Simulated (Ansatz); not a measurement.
The same path of ClH5OSi2 + H2 (11 atoms, charge 0, multiplicity 1) was run 3 times with different band settings. Lost on the way: Si1–Cl2, H7–H8. Made: Si1–H8, Cl2–H7.

These are results of Ansatz, RKS PBE0/def2-SVP, not measurements.

Relaxed end points:

```xyz
11
Properties=species:S:1:pos:R:3
Si -0.363 0.499 -0.353
Cl 1.495 1.299 0.092
O -0.325 -1.130 -0.158
Si 0.163 -2.438 0.751
H -0.662 0.805 -1.772
H -1.345 1.113 0.579
H 0.319 3.923 -0.948
H -0.183 4.420 -1.231
H 1.651 -2.477 0.831
H -0.408 -2.343 2.127
H -0.342 -3.669 0.082
```

```xyz
11
Properties=species:S:1:pos:R:3
Si -1.123 0.933 -0.764
Cl 2.362 1.885 1.007
O 0.142 -0.003 -0.177
Si 0.339 -1.547 0.453
H -1.908 0.134 -1.753
H -2.013 1.347 0.359
H 1.520 1.093 0.404
H -0.521 2.125 -1.418
H 1.801 -1.820 0.498
H -0.247 -1.615 1.824
H -0.351 -2.531 -0.433
```

Common settings: optimiser quadratic models (default); start path through a guess of the saddle point; force threshold 0.03 eV/Å; iteration limit 60; end points relaxed.

| run | movable images | climbing image | spring |
| --- | --- | --- | --- |
| 1 | 5 | yes | 5.0 eV/Å² |
| 2 | 8 | no | 5.0 eV/Å² |
| 3 | 5 | yes | 20.0 eV/Å² |

**Question.** What does each run give, and how far can it be trusted?

**Answer.** Run 1: converged after 29 iterations, highest image 2.133 eV above the first end. Neighbouring images differ by up to 2.0 eV, so the band resolves the path poorly. A vibrational analysis at the climbing image gives one clearly imaginary mode, 805i cm⁻¹: a first-order saddle point.
Run 2: converged after 44 iterations, highest image 1.863 eV above the first end. No image climbed, so the highest image needn't sit at the top of the path.
Run 3: converged after 31 iterations, highest image 2.133 eV above the first end. Neighbouring images differ by up to 2.0 eV, so the band resolves the path poorly. Another band between the same ends (5 images) ends at a top of the same energy, where a vibrational analysis finds 1 clearly imaginary mode.
The orbitals stay closed-shell, which can raise the energy where a bond breaks towards radicals; this wasn't checked here.
